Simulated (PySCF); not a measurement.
# Working out the ionisation energy of Cd

Cd [Kr] 4d10 5s2 (1S) → Cd⁺ [Kr] 4d10 5s1 (2S). All numbers are calculated (PySCF 2.14, scalar relativity by spin-free X2C-1e, in ANO-RCC-VTZP (7s6p4d2f1g, 68 functions)). Frozen: [Ar] 3d10. Energies in hartree (1 hartree = 27.21139 eV):

```json
{"part": "UHF", "Cd (lower)": "-5591.143217", "Cd⁺ (upper)": "-5590.873624"}
{"part": "MP2 opposite-spin", "Cd (lower)": "-0.396506", "Cd⁺ (upper)": "-0.354021"}
{"part": "MP2 same-spin", "Cd (lower)": "-0.199954", "Cd⁺ (upper)": "-0.184154"}
```

Task: What does Hartree-Fock give?

Result: (-5590.873624) − (-5591.143217) = 0.269593 hartree = 7.336 eV.

Task: What do MP2 and SCS-MP2 (6/5 opposite-spin, 1/3 same-spin) give?

Result: The opposite-spin parts differ by 1.156 eV and the same-spin parts by 0.430 eV. MP2: 7.336 + (1.156) + (0.430) = 8.922 eV. SCS-MP2: 7.336 + 1.2 × (1.156) + (0.430)/3 = 8.867 eV.

Measured between the centres of the two terms (NIST): 8.994 eV, so MP2 (valence and next inner shell) is off by -0.072 eV.

What remains against the reference includes basis incompleteness, the frozen core and correlation beyond second order.
